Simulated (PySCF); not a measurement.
Coordinates in bohr (charge -1 multiplicity 2):
```
Ge    0.0000    0.0000   -0.7810
S     3.6845    0.0000    0.9029
S    -3.6845    0.0000    0.9029
```

All numbers come from PySCF, UB3LYP, basis Ge def2-SVPD, S def2-SVPD (no relativity, density fitting).

This geometry of GeS₂⁻ is a stationary point at this level.

(1) What is the point group?

(2) Is it a minimum?

(3) List the harmonic modes with their infrared intensities.

(4) Give the ideal-gas entropy at 298.15 K and 1 bar by parts.

Results:

(1) C2v.

(2) Yes: all harmonic wavenumbers are real.

(3) 
| symmetry | ω (cm⁻¹) | IR (km/mol) | type |
| --- | --- | --- | --- |
| a1 | 143 | 4.3 | bend |
| a1 | 398 | 7.1 | stretch |
| b2 | 451 | 145 | stretch |

(4) translation 170.3, rotation 102.6, vibration 19.0, spin 5.8; total 297.6 J/(mol K).

Only a few start shapes were tried, so a lower isomer may exist. The lowest empty level of this anion is unbound, so it and the gap depend on the basis.
